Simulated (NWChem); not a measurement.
# MgSiNH₅; SMILES [NH2][Mg][SiH3]

```xyz
8

Mg     0.0001    -0.7176     0.0009
N      0.0001    -2.6109    -0.0006
H      0.8149    -3.2186    -0.0002
H     -0.8147    -3.2188    -0.0004
Si     0.0002     1.8571     0.0000
H     -1.3348     2.4377    -0.3743
H      0.9871     2.4413    -0.9714
H      0.3428     2.4465     1.3393
```
Atoms are numbered in this order, from 1.

Program: NWChem. Geometry: optimised at PBE0/def2-SVP. Ions are spin-unrestricted doublets at the neutral geometry; other ion states weren't tried.

For level PBE/def2-SVP:

```yaml
"−ε(HOMO) (eV)": 4.84
```

Q: What are these values for level B3LYP/def2-SVP?

A: 
| Property | Result |
|---|---|
| −ε(HOMO) (eV) | 5.94 |
